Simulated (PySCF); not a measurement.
**C3H12Ge2Si: core ionisation energies**

C₃H₁₂Ge₂Si.
SMILES with atom numbers: `[SiH3:1][Ge@@H:2]([GeH3:3])[CH:4]1[CH2:5][CH2:6]1`

Geometry (PBE0-D3(BJ)/def2-SVP, Å), atoms numbered from 1 in this order:
```xyz
18
C3H12Ge2Si angstrom
Si     2.293   -1.363   -0.188
Ge     0.468   -0.030    0.573
Ge     1.162    2.265    0.952
C     -0.990   -0.088   -0.717
C     -1.953   -1.246   -0.727
C     -2.416    0.102   -0.271
H      1.854   -2.772   -0.429
H      2.821   -0.805   -1.473
H      3.402   -1.370    0.815
H     -0.072   -0.614    1.900
H      1.696    2.875   -0.360
H     -0.023    3.123    1.437
H      2.283    2.335    2.007
H     -0.733    0.332   -1.696
H     -2.301   -1.613   -1.697
H     -1.831   -2.032    0.025
H     -2.613    0.246    0.796
H     -3.085    0.669   -0.925
```

Theory: PySCF 2.14.0, delta-SCF UKS SCAN, pcX-2 on the ionised atom, pcseg-1 elsewhere, spin-free X2C. Each binding energy is the total energy of the core-ionised species, with the hole localised on one atom, minus that of the ground state; both are solved self-consistently, so orbital relaxation is included.

**Question.** What binding energy does each computed site have?

**Answer.** 
```tsv
atom(s)	bonded to	level	binding energy (eV)	2p1/2 (eV)	above the level's lowest (eV)	count
Si1	3 H and Ge	Si 2p3/2	106.30	106.92	0.00	1
Si1	3 H and Ge	Si 1s	1845.99	–	0.00	1
C4	2 C, H and Ge	C 1s	290.13	–	0.00	1
C5	2 C and 2 H	C 1s	290.52	–	+0.39	1
C6	2 C and 2 H	C 1s	290.52	–	+0.39	1
```

Lowest listed C 1s: C4, bonded to 2 C, H and Ge. Highest, 0.39 eV above it: C5, bonded to 2 C and 2 H. The widest gap between neighbouring values is 0.39 eV, between 290.13 and 290.52 eV. Summing the Pauling electronegativity differences to the bonded atoms, each weighted by its formal bond order, gives -0.89 for the lowest site and -0.70 for the highest; no listed site has a larger sum than the highest. The values 290.52 and 290.52 eV lie too close for their order to be trusted.

**Question.** Which effective nuclear charge Zeff reproduces each element's mean 1s value in the hydrogen-like formula E = 13.606 eV × Zeff²?

**Answer.** C (Z = 6): mean 290.4 eV, Zeff = 4.62, Z − Zeff = 1.38; Si (Z = 14): mean 1846.0 eV, Zeff = 11.65, Z − Zeff = 2.35. Means run over the listed sites, weighted by atom count.

**Question.** Which photon energy gives electrons from Si 1s of Si1 a kinetic energy of 20 eV, and what is their de Broglie wavelength?

**Answer.** hν = 1845.99 + 20 = 1865.99 eV, recoil neglected; λ = 12.264 Å/√(E/eV) = 2.74 Å.

Spin–orbit and ligand-field terms were added within each 2p shell after the spin-free SCF. 2p1/2 minus 2p3/2 (ligand field included): Si 0.62 eV. No level of germanium is listed. Isolated species at its PBE0-D3(BJ)/def2-SVP geometry (one conformer only).

Time: 1.9 min; peak memory 0.82 GiB. Hardware: one thread of an Arm Neoverse N1, shared host.
